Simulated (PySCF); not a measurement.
**Static response to an electric field**

Compound: C5H4F4O2.
Cartesian coordinates in Å at the PBE0-D3(BJ)/def2-SVP level; atoms count from 1:
```
atom  x, y, z in Å
F1    -1.217   -2.124   -0.903
C2    -0.971   -1.155    0.044
C3    -2.082   -0.166    0.152
C4    -1.648    0.987   -0.365
O5    -0.361    0.973   -0.797
C6     0.192   -0.260   -0.410
O7     1.044   -0.083    0.694
C8     2.242    0.503    0.492
F9     2.895   -0.042   -0.536
F10    2.959    0.334    1.586
F11    2.140    1.805    0.252
H12   -0.707   -1.661    0.987
H13   -3.073   -0.369    0.551
H14   -2.163    1.938   -0.502
H15    0.740   -0.689   -1.261
```

Level: wB97X-D/def2-SVPD (PySCF), static field, nuclei fixed, core orbitals frozen in the response. The polarisability tensor in these axes (au):

```
x   75.00  2.35  0.40
y    2.35 68.86 -2.18
z    0.40 -2.18 57.00
```

**Question.** Give the principal values, the mean and the anisotropy Δα = √{½[(α1 − α2)² + (α2 − α3)² + (α1 − α3)²]}.

**Answer.** Principal values 56.58, 68.49 and 75.80 au; mean 66.95 au = 9.92 Å³ = 11.04 × 10⁻⁴⁰ C²·m²/J; Δα = 16.81 au (25 % of the mean).

**Question.** What is the dipole moment, and where does it point?

**Answer.** (-1.86, 0.36, 0.43) D, 1.94 D in size, pointing from the negative to the positive side. Measured along this direction, the outermost atoms are F9 at the negative end and H13 at the positive end.

**Question.** Refractivity n − 1 of an ideal gas of it at 350 K and 1 atm, from the electronic α?

**Answer.** N = p/kT = 2.0968 × 10¹⁹ cm⁻³, so n − 1 = 2π × N × 9.92 × 10⁻²⁴ cm³ = 1307 × 10⁻⁶ at long wavelengths.

**Question.** Give the eigenvalues of the traceless quadrupole moment Θ = ½Σq(3rr − r²1), origin at the centre of nuclear charge.

**Answer.** -10.91, 1.31, 9.60 D·Å. The values depend on the origin, since the dipole doesn't vanish. The electronic extent ⟨r²⟩ about the same centre is 1690 bohr², a root-mean-square distance of 2.35 Å for the 86 electrons.

**Question.** What molar refraction does this α imply?

**Answer.** Lorentz–Lorenz: R = (4π/3)N_A α = 2.5225 cm³/(mol·Å³) × 9.92 Å³ = 25.0 cm³/mol, in the limit of long wavelengths.

The structure is a single PBE0-D3(BJ)/def2-SVP conformer in the gas phase; no vibrational or solvent corrections.
